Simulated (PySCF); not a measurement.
Cl2FHNTa, SMILES [NH]=[Ta]([F])([Cl])[Cl], multiplicity 1.

Geometry: B3LYP-D3(BJ)/def2-SVP. The spin state was assumed, not searched. The structure was generated by enumeration; whether it is a known compound was not checked. The def2 effective core potentials stand for the cores of Ta; spin–orbit coupling is left out.

Method: TDDFT-M06-2X/def2-SVPD in PySCF 2.14.0.

Vertical excitations. Isolated molecule, no solvent. State labels are in the subgroup Cs.

Computed lowest excited states:
| state | symmetry | energy (eV) | λ (nm) | f | main pairs |
|---|---|---|---|---|---|
| S1 | A" | 4.77 | 260 | 0.002 | HOMO→LUMO 72 %, HOMO−1→LUMO+1 16 % |
| S2 | A' | 5.05 | 245 | 0.001 | HOMO−1→LUMO 71 %, HOMO→LUMO+1 25 % |
| S3 | A" | 5.14 | 241 | 0.005 | HOMO−1→LUMO+1 68 %, HOMO→LUMO 21 % |
| S4 | A' | 5.21 | 238 | 0.011 | HOMO→LUMO+1 70 %, HOMO−1→LUMO 23 % |
| S5 | A" | 5.72 | 217 | 0.001 | HOMO−1→LUMO+4 66 %, HOMO−1→LUMO+1 12 % |
| S6 | A" | 6.16 | 201 | 0.009 | HOMO→LUMO+2 86 % |
| S7 | A' | 6.20 | 200 | 0.014 | HOMO−1→LUMO+2 44 %, HOMO→LUMO+4 26 %, HOMO−1→LUMO+5 15 % |
| S8 | A' | 6.36 | 195 | 0.006 | HOMO−1→LUMO+2 42 %, HOMO→LUMO+4 20 %, HOMO−1→LUMO+5 15 %, HOMO−3→LUMO 9 % |
| S9 | A" | 6.37 | 195 | 0.001 | HOMO→LUMO+5 54 %, HOMO−2→LUMO 14 %, HOMO−1→LUMO+4 11 % |
| S10 | A' | 6.60 | 188 | 0.003 | HOMO−3→LUMO 73 % |
| T1 | A' | 4.54 | 273 | 0 | HOMO−1→LUMO 44 %, HOMO→LUMO+1 21 %, HOMO→LUMO+4 15 %, HOMO−1→LUMO+5 8 % |
| T2 | A" | 4.64 | 267 | 0 | HOMO→LUMO 92 % |
| T3 | A' | 4.78 | 259 | 0 | HOMO→LUMO+1 48 %, HOMO−1→LUMO 39 % |
| T4 | A" | 4.88 | 254 | 0 | HOMO−1→LUMO+1 83 % |
Triplets are in the Tamm–Dancoff approximation, which puts them higher than full response would, so one can lie above its singlet here.
